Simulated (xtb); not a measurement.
Si(CCH)2(Me)(OH) (C₅H₆OSi), SMILES C#C[Si](C)(O)C#C. All values are semi-empirical tight-binding results from xtb (GFN2-xTB unless named), good for trends rather than for accurate numbers. Geometry optimised at GFN2-xTB. Other conformers were not sampled.

Computed properties:
```
Quantity                                        Value
--------------------------------------  -------------
orbital gap                                   5.03 eV
dipole moment                                  1.56 D
zero-point energy                       55.1 kcal/mol
G − E(el) at 298.15 K (modified RRHO)   33.0 kcal/mol
static polarisability (D4 model)           84.8 bohr³
solvation energy, GFN2-xTB/ALPB(water)  -5.4 kcal/mol
solvation energy, GFN2-xTB/ALPB(chcl3)  -7.3 kcal/mol
```
